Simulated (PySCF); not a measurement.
C₈H₁₀Si, SMILES C=Cc1ccc([SiH3])cc1, singlet, GFN2-xTB optimised geometry.

```
19

C     -1.10    -3.39     0.00
C     -1.55    -2.14     0.00
C     -0.75    -0.92     0.00
C     -1.40     0.31     0.00
C     -0.69     1.49     0.00
C      0.71     1.50     0.00
Si     1.70     3.10    -0.01
C      1.35     0.26     0.00
C      0.65    -0.92     0.00
H     -1.77    -4.23     0.00
H     -0.05    -3.63     0.00
H     -2.62    -1.98     0.00
H     -2.48     0.34     0.00
H     -1.22     2.43     0.00
H      0.78     4.23     0.09
H      2.62     3.10     1.14
H      2.48     3.18    -1.25
H      2.43     0.23     0.00
H      1.19    -1.86     0.00
```

Density from PBE0/def2-SVP run with PySCF at that geometry.

Minimum of the electron density along straight lines between bonded atoms, close to the bond critical point (lines longer than 1.1 times the sum of covalent radii, or with two minima, are not listed):

```
bond     length / Å  ρ at the minimum / e bohr⁻³  ∇²ρ there / e bohr⁻⁵  position (fraction from the first atom)
-------  ----------  ---------------------------  --------------------  ---------------------------------------
C1–C2         1.328                        0.342                 -0.92                                     0.50
C2–C3         1.457                        0.275                 -0.68                                     0.50
C3–C4         1.396                        0.307                 -0.78                                     0.50
C4–C5         1.380                        0.315                 -0.81                                     0.50
C5–C6         1.392                        0.306                 -0.76                                     0.50
C6–Si7        1.885                        0.113                  0.34                                     0.62
C6–C8         1.394                        0.305                 -0.76                                     0.50
C3–C9         1.396                        0.306                 -0.77                                     0.50
C8–C9         1.379                        0.315                 -0.81                                     0.50
C1–H10        1.077                        0.283                 -1.09                                     0.63
C1–H11        1.076                        0.283                 -1.08                                     0.63
C2–H12        1.084                        0.282                 -1.06                                     0.63
C4–H13        1.082                        0.282                 -1.07                                     0.63
C5–H14        1.081                        0.284                 -1.08                                     0.63
Si7–H15       1.464                        0.117                  0.33                                     0.49
Si7–H16       1.466                        0.117                  0.32                                     0.49
Si7–H17       1.466                        0.117                  0.32                                     0.49
C8–H18        1.082                        0.283                 -1.07                                     0.63
C9–H19        1.080                        0.284                 -1.08                                     0.63
```
